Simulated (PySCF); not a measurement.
BClFHS. Atoms are numbered in the order given.

```xyz
5

B      0.3647     0.0177     0.0000
Cl    -0.4960     1.5532     0.0000
F      1.6873     0.0266     0.0000
S     -0.5686    -1.5252     0.0000
H      0.5208    -2.3295     0.0000
```
Charge 0, spin multiplicity 1.

Coordinates come from a B3LYP-D3(BJ)/def2-SVP optimisation. One conformer was computed; it need not be the lowest.

Calculation: PySCF 2.14.0 with B3LYP-D3(BJ)/def2-SVP.

Frequencies are harmonic and unscaled.

```tsv
mode	ν (cm⁻¹)	IR (km/mol)	Raman (Å⁴/amu)	depolarisation	moving atoms (share of kinetic energy)
1	236	0.6	0.8	0.72	Cl 35 %, S 34 %, F 18 %, B 10 %
2	354	5.9	1.6	0.71	F 57 %, S 21 %, Cl 18 %
3	379	17.8	7.3	0.75	H 95 %
4	505	15.4	2.1	0.75	B 86 %, F 8 %
5	542	4.9	8.8	0.12	Cl 31 %, F 31 %, S 25 %, B 9 %
6	820	38.5	10.9	0.74	H 80 %, S 10 %
7	1008	379.0	1.2	0.61	B 83 %
8	1333	270.2	1.1	0.69	B 71 %, F 27 %
9	2671	0.2	156.7	0.29	H 97 %
```
